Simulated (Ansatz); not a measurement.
Gas-phase electronic energies from Ansatz, PBE0-D4/def2-TZVP geometries. CCSD(T)/CBS is the MP2 limit (def2-TZVPP, def2-QZVPP) plus CCSD(T) − MP2 in def2-TZVPP, frozen cores. This one scheme is used for every species, atoms too. DFT in def2-TZVPP. No spin–orbit coupling; open shells (•) take unrestricted orbitals. Spin–orbit coupling would lower the free atoms: a little for C, Cl, Si.

Consider the atomization: `C[Si](C)Cl`• → 2 C• + Cl• + 6 H• + Si•.

```
 level  ΔE (eV)
B97M-V    37.31
  PBE0    37.10
```

(1) What does CCSD(T)/CBS give? (An estimate is asked.)

(2) What do rigid-rotor, harmonic-oscillator terms from PBE0-D4/def2-TZVP frequencies (298.15 K, 1 bar) make of the CCSD(T)/CBS value? (An estimate is asked.)

Largest T1 diagnostic among the species: 0.012.

## Answers

(1) Ansatz gave: +37.04 eV. The listed levels differ from it by 0.27, 0.06 eV.

(2) Ansatz gave: ΔZPE = -2.04 eV, ΔH = +35.44 eV, ΔS = 1001 J/(mol·K), ΔG = +32.35 eV. Open shells count their whole term as degenerate.

From PBE to PBE0 (25 % exact exchange), in def2-TZVPP and without D4, ΔE moves by −0.27 eV: exact exchange takes away binding that semilocal exchange gives to molecules. Leaving LDA and LC-ωPBE aside and taking each functional with its dispersion term where it has one, the values, not all of them listed here, spread over 1.20 eV, from BHLYP-D4 to PBE-D4. LDA lies +4.32 eV from PBE without D4, its usual overbinding. At CCSD(T), def2-SVP lies −2.07 eV from the extrapolated value and def2-TZVPP −0.89 eV: correlation converges slowly with the basis, and small sets miss more of it in the bonded molecule than in its fragments.

For atomizations the MP2-based limit and the directly extrapolated one differ by several kJ/mol either way, and by 10 to 25 for some Ge, Se and Sn compounds, so smaller differences from it don't rank the levels.
